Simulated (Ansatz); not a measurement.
BiMe3 (C3H9Bi). Charge 0, multiplicity 1. Geometry PBE0-D4/def2-SVP; atoms count from 1.

Cartesian coordinates in Å:
```
Bi 0.683 -0.035 1.091
C -1.543 -0.491 1.004
H -1.730 -1.496 1.409
H -1.884 -0.443 -0.039
H -2.091 0.248 1.606
C 1.143 -1.346 -0.708
H 0.425 -1.127 -1.512
H 1.066 -2.404 -0.422
H 2.164 -1.140 -1.060
C 0.467 1.832 -0.188
H 1.454 2.131 -0.567
H 0.050 2.649 0.419
H -0.204 1.620 -1.032
```

In the def2 sets Bi takes a core potential; there is no spin–orbit coupling.

Estimate the Mulliken populations from the PBE0/def2-TZVP orbitals of Ansatz.


```csv
atom,charge (e)
Bi1,0.62
C2,-0.62
H3,0.14
H4,0.13
H5,0.14
C6,-0.62
H7,0.13
H8,0.14
H9,0.14
C10,-0.62
H11,0.14
H12,0.14
H13,0.14
```
Mulliken values and Mayer orders depend strongly on the basis.

And the Mayer bond orders between bonded heavy atoms (over 0.3)?

Bi1–C2 0.93 (2.27 Å); Bi1–C6 0.93 (2.27 Å); Bi1–C10 0.93 (2.27 Å).
